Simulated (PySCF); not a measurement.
C4H9FO. Atoms are numbered in the order given.

```xyz
15

C      2.4308    -0.5274    -0.3242
O      1.0522    -0.3038    -0.4767
C      0.3980    -0.0487     0.7416
C     -1.0755     0.2470     0.4968
C     -1.7643    -0.7660    -0.4013
F     -1.1955     1.5164    -0.0777
H      2.9543     0.3544     0.1212
H      2.8559    -0.7185    -1.3288
H      2.6462    -1.4114     0.3267
H      0.8518     0.8279     1.2687
H      0.4791    -0.9251     1.4371
H     -1.5740     0.2888     1.4940
H     -2.8174    -0.4703    -0.5713
H     -1.2379    -0.8184    -1.3729
H     -1.7501    -1.7735     0.0607
```

The structure is a stationary point at PBE-D3(BJ)/def2-SVP. The values are those of a single conformer.

Calculation: B3LYP/def2-TZVP (PySCF).

The molecule is in vacuum.

The total energy is -333.03507 hartree and the highest occupied level comes out as -7.42 eV. The lowest empty level is 0.71 eV, the orbital gap is 8.13 eV and the dipole moment comes out as 2.44 D. The quadrupole, principal values (traceless, Buckingham form, about the centre of nuclear charge) is -5.69, 0.23, 5.46 D·Å and the mean static polarisability is 57.0 bohr³ (8.45 Å³). The polarisability, principal values is 52.3, 54.4, 64.4 bohr³.
